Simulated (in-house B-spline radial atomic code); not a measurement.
A fraction x of an electron is removed from 4d in Pm2+, starting from [Xe] 4f5 and keeping the highest spin. Method: scalar-relativistic (X2C) CAM-B3LYP, spin-polarised, spherical fractional occupations, Fermi nucleus of rms radius 4.962 fm. Calculated with a B-spline radial code for spherical atoms.

Caution: exact exchange at fractional occupations of open shells leaves self-interaction of up to several eV.

| x | E(x) - E(0) (eV) | 4d down level (eV) |
| --- | --- | --- |
| 0 | 0.0000 | -138.656 |
| 0.07 | 9.7426 | -139.709 |
| 0.25 | 35.1404 | -142.510 |
| 0.31 | 43.7198 | -143.472 |
| 0.47 | 66.8840 | -146.095 |
| 0.5 | 71.2744 | -146.596 |
| 0.51 | 72.7412 | -146.764 |
| 0.63 | ? | ? |
| 0.86 | ? | ? |
| 0.97 | 142.0743 | -154.778 |
| 1 | 146.7258 | -155.320 |

(1) What belongs in the row x = 0.63?

(2) What belongs in the row x = 0.86?

(3) Check Janak's theorem between x = 0.07 and 0.25.

## Answers

(1) An energy change of 90.4746 eV; 4d down at -148.799 eV.

(2) An energy change of 125.1571 eV; 4d down at -152.812 eV.

(3) The slope of the energy is 141.10 eV; the orbital levels give 141.11 eV (-ε of the emptying orbital, averaged over the two points).
